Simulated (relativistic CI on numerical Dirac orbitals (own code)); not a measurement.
# Tb I: calculation against measurement

Calculated at this level of theory: Dirac-Coulomb-Breit CI, KLI orbitals optimised for each configuration, QED by a radiative potential, valence Slater integrals scaled by 0.85, configuration energies shifted to the measured levels that pair with them (semi-empirical) (own radial code, finite nucleus).

Configuration list (outside the closed core [Xe]): 4f9 6s2, 4f8 6s2 5d, 4f9 6s 5d, 4f9 6s 7s, 4f10 5g, 4f8 6s2 8s, 4f9 7s2, 4f11. Levels of other configurations are missing.

```tsv
Configuration	Term (tabulated)	J	Measured (cm⁻¹)	Computed	Error	Purity (%)
4f9 6s2	6H°	15/2	0.0	0	0	94
4f8 6s2 5d	8G	13/2	285.5	163	-123	60
4f8 6s2 5d	8G	15/2	462.1	358	-105	91
4f8 6s2 5d	8G	7/2	2419.5	2411	-9	57
4f9 6s2	6H°	13/2	2771.7	2877	106	96
4f8 6s2 5d	8G	5/2	3174.6	3154	-20	71
4f8 6s2 5d	8G	3/2	3705.8	3706	0	83
4f8 6s2 5d	8F	13/2	3719.7	3258	-462	64
4f8 6s2 5d	8G	1/2	4018.2	4042	24	91
4f8 6s2 5d	8H	17/2	4646.8	4435	-212	95
4f9 6s2	6H°	11/2	4670.4	4845	175	94
4f8 6s2 5d	8H	15/2	5425.1	5518	93	81
4f8 6s2 5d	8D	3/2	5484.0	7065	1581	75
4f9 6s2	6H°	9/2	6174.9	6368	193	93
4f8 6s2 5d	8F †	1/2	6259.1	5823	-436	91
4f8 6s2 5d	8H	13/2	6351.8	6407	55	83
4f8 6s2 5d	8F †	3/2	6849.7	5435	-1415	65
4f8 6s2 5d	8H	11/2	6988.8	7024	35	81
4f8 6s2 5d	8H	9/2	7441.0	7523	82	84
4f8 6s2 5d	8H	7/2	7839.8	7919	80	87
4f8 6s2 5d	8H	5/2	8130.7	8218	87	89
4f8 6s2 5d	8H	3/2	8336.3	8429	92	91
```

Measured levels from NIST Handbook of Basic Atomic Spectroscopic Data (Sansonetti and Martin, J. Phys. Chem. Ref. Data 34, 1559 (2005)); pairs were made by configuration, J and term (by order where the table uses no LS term), so strongly mixed levels may be paired wrongly.

Mean error by configuration (cm⁻¹): 4f8 6s2 5d 75; 4f9 6s2 158. Over the excited levels the mean absolute error is 186 cm⁻¹ (21 of the 39 excited levels that our extract of the source holds in range could be paired, and the others can miss by more), and the median relative error of those above 1,000 cm⁻¹ is 1.1 %, both after the shifts were fitted to these levels, so that a configuration with one level shows no error. † marks terms whose computed intervals miss the measured ones by more than a factor of 2.5, or configurations far off the rest, from wrong mixing, a near crossing or a doubtful label or measurement; they are left out of the means.

Configurations whose levels could be paired with our table of measured levels were shifted onto them, all but the ground configuration, by the median error of their levels; single terms can still be off by 1,000 to 2,000 cm⁻¹ or more, and rates follow the energies as ν³ (E1, M1) or ν⁵ (E2). The others borrow a shift and can be off by several thousand cm⁻¹ or more. The fine structure of a lone outer electron comes out too small, for d and f at times inverted, and misplaced configurations move strength between like terms. 21 of the 39 excited levels that our extract of the measured tables holds in this range could be paired (the sources list more); they are missed by 256 cm⁻¹ on average and 1581 at most, after the shifts were fitted to these levels, and levels without a partner can miss by more.

Shifts applied (cm⁻¹): 4f9 6s2 0; 4f8 6s2 5d 16691.
